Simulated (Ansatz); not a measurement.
Pulling on the Si4–H5 bond in BeH4OSi (SMILES [BeH][O][SiH3]) (multiplicity 1 held, fragments rigid). Energies count from the point at 1.481 Å.
Geometry at that point (charge 0, multiplicity 1):
```xyz
7

Be    -1.5733    -0.9306     1.0320
H     -2.5663    -1.5179     1.6833
O     -0.5220    -0.3087     0.3424
Si     0.7004     0.4143    -0.4594
H      0.7902    -0.1299    -1.8341
H      1.9793     0.1660     0.2455
H      0.4603     1.8742    -0.5299
```

Signs of static correlation in cc-pV(D+d)Z, with CASSCF(2,2), from Ansatz (a quantum-chemistry and plane-wave program) runs.

```json
[
 {"R (Å)": "1.185", "T1 of restricted CCSD": "0.013", "⟨S²⟩ of UHF": "0.000", "largest double amplitude of restricted CCSD": "0.024", "weight of the CASSCF reference in MRCISD": "0.903", "CASSCF natural occupations": "1.99 0.01"},
 {"R (Å)": "1.333", "T1 of restricted CCSD": "0.013", "⟨S²⟩ of UHF": "0.000", "largest double amplitude of restricted CCSD": "0.023", "weight of the CASSCF reference in MRCISD": "0.903", "CASSCF natural occupations": "1.99 0.01"},
 {"R (Å)": "1.481", "T1 of restricted CCSD": "0.013", "⟨S²⟩ of UHF": "0.000", "largest double amplitude of restricted CCSD": "0.032", "weight of the CASSCF reference in MRCISD": "0.903", "CASSCF natural occupations": "1.98 0.02"},
 {"R (Å)": "1.629", "T1 of restricted CCSD": "0.013", "⟨S²⟩ of UHF": "0.000", "largest double amplitude of restricted CCSD": "0.031", "weight of the CASSCF reference in MRCISD": "0.903", "CASSCF natural occupations": "1.97 0.03"},
 {"R (Å)": "1.777", "T1 of restricted CCSD": "0.014", "⟨S²⟩ of UHF": "0.000", "largest double amplitude of restricted CCSD": "0.051", "weight of the CASSCF reference in MRCISD": "0.903", "CASSCF natural occupations": "1.96 0.04"},
 {"R (Å)": "2.000", "T1 of restricted CCSD": "0.015", "⟨S²⟩ of UHF": "0.000", "largest double amplitude of restricted CCSD": "0.087", "weight of the CASSCF reference in MRCISD": "0.903", "CASSCF natural occupations": "1.94 0.06"},
 {"R (Å)": "2.222", "T1 of restricted CCSD": "0.017", "⟨S²⟩ of UHF": "0.103", "largest double amplitude of restricted CCSD": "0.116", "weight of the CASSCF reference in MRCISD": "0.903", "CASSCF natural occupations": "1.90 0.10"},
 {"R (Å)": "2.592", "T1 of restricted CCSD": "0.024", "⟨S²⟩ of UHF": "…", "largest double amplitude of restricted CCSD": "0.260", "weight of the CASSCF reference in MRCISD": "0.904", "CASSCF natural occupations": "1.79 0.21"},
 {"R (Å)": "2.962", "T1 of restricted CCSD": "…", "⟨S²⟩ of UHF": "0.869", "largest double amplitude of restricted CCSD": "0.390", "weight of the CASSCF reference in MRCISD": "0.903", "CASSCF natural occupations": "1.63 0.37"},
 {"R (Å)": "3.407", "T1 of restricted CCSD": "0.053", "⟨S²⟩ of UHF": "0.961", "largest double amplitude of restricted CCSD": "0.564", "weight of the CASSCF reference in MRCISD": "0.903", "CASSCF natural occupations": "1.41 0.59"},
 {"R (Å)": "3.999", "T1 of restricted CCSD": "0.072", "⟨S²⟩ of UHF": "0.994", "largest double amplitude of restricted CCSD": "0.769", "weight of the CASSCF reference in MRCISD": "0.903", "CASSCF natural occupations": "1.20 0.80"},
 {"R (Å)": "4.740", "T1 of restricted CCSD": "0.083", "⟨S²⟩ of UHF": "1.002", "largest double amplitude of restricted CCSD": "0.920", "weight of the CASSCF reference in MRCISD": "0.903", "CASSCF natural occupations": "1.07 0.93"}
]
```

### Question
Complete the blanks.

### Answer

- 2.592, ⟨S²⟩ of UHF: 0.656
- 2.962, T1 of restricted CCSD: 0.035

Doubts at one or more of the structures used: a restricted determinant that unrestricted orbitals would lower (R-CCSD(T)/cc-pV(D+d)Z); other coupled-cluster roots lie near (R-CCSD(T)/cc-pV(D+d)Z); T1 above 0.05 (R-CCSD(T)/cc-pV(D+d)Z, U-CCSD(T)/cc-pV(D+d)Z); a spin-contaminated determinant (U-CCSD(T)/cc-pV(D+d)Z).
